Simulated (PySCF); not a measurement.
Match each property card to its molecule.

Structures:
1. `C[SiH2]O[C@@H](C)CO`
2. `CC(C)(C)[C@H]1CC[SiH2][SiH2]1`
3. `[SiH2]1O[SiH](B)O[SiH2]O1`

Card P (geometry PBE0-D3(BJ)/def2-SVP):
- Rotational constants A, B, C: 2.026, 1.482, 0.994 GHz
- Static isotropic polarisability (CAM-B3LYP/def2-SVPD): 91.1 au
- HOMO energy (CAM-B3LYP/def2-SVPD): -9.27 eV
- Isotropic shieldings of nuclei other than C and H, by class (GIAO PBE0/pcSseg-1): -10 (1 B), 248 (2 O), 250 (1 O), 379 (1 Si), 385 (2 Si) ppm
- Lowest triplet excitation (Tamm–Dancoff) (TDA CAM-B3LYP/def2-SVPD): 3.07 eV
- Lowest singlet excitation (TDDFT CAM-B3LYP/def2-SVPD): 3.85 eV (322 nm, f = 0.002)

Card Q (geometry GFN2-xTB):
- Rotational constants A, B, C: 3.102, 1.467, 1.059 GHz
- Static isotropic polarisability (B3LYP/def2-SVPD): 84.9 au
- Lowest singlet excitation (TDDFT B3LYP/def2-SVPD): 6.55 eV (189 nm, f = 0.005)
- Dipole moment (B3LYP/def2-SVPD): 2.19 D
- 13C chemical shifts (computed TMS as zero) by class (GIAO PBE0/pcSseg-1): 76.2 (1 C), 73.1 (1 C), 21.4 (1 C), -0.2 (1 C) ppm
- HOMO energy (B3LYP/def2-SVPD): -7.46 eV
- Point group: C1

Card R (geometry PBE0-D3(BJ)/def2-SVP):
- Rotational constants A, B, C: 1.998, 0.745, 0.636 GHz
- Dipole moment (CAM-B3LYP/pcSseg-1): 1.01 D
- Core binding energies (ΔSCF SCAN, pcX-2 on the ionised atom, pcseg-1 elsewhere, spin-free X2C, 2p3/2 from a spin–orbit splitting computed afterwards within the 2p shell): Si2p3/2 105.8, Si2p3/2 105.9, C1s 289.7, C1s 289.9, C1s 290.2 (×3), C1s 290.3, C1s 290.4, Si1s 1845.5, Si1s 1845.6 eV
- Isotropic shieldings of nuclei other than C and H, by class (GIAO CAM-B3LYP/pcSseg-1): 407 (1 Si), 413 (1 Si) ppm
- Point group: C1

All species are isolated and taken at one optimised geometry, non-relativistic unless stated. Electronic properties by PySCF. NMR classes are plain means over equivalent atoms (diastereotopic ones count apart unless rotation or inversion swaps them), as if these changed places fast.

Problem. Which card belongs to which structure?

Solution. P = 3, Q = 1, R = 2. What ties each card to its structure:
- 1 (card Q), C4H12O2Si, monoisotopic mass 120.1 u, 7 heavy atoms: 4 C in 4 classes; the least shielded carbon (76.2 ppm) is an sp3 carbon bound to oxygen; an asymmetric top with C = 1.059 GHz, the highest such constant on the cards; polarisability 84.9 au for 66 electrons; dipole 2.19 D.
- 2 (card R), C7H18Si2, monoisotopic mass 158.1 u, 9 heavy atoms: core lines of C and Si; an asymmetric top with C = 0.636 GHz, the lowest such constant on the cards; dipole 1.01 D.
- 3 (card P), BH7O3Si3, monoisotopic mass 150.0 u, 7 heavy atoms: an asymmetric top with C = 0.994 GHz; polarisability 91.1 au for 78 electrons.
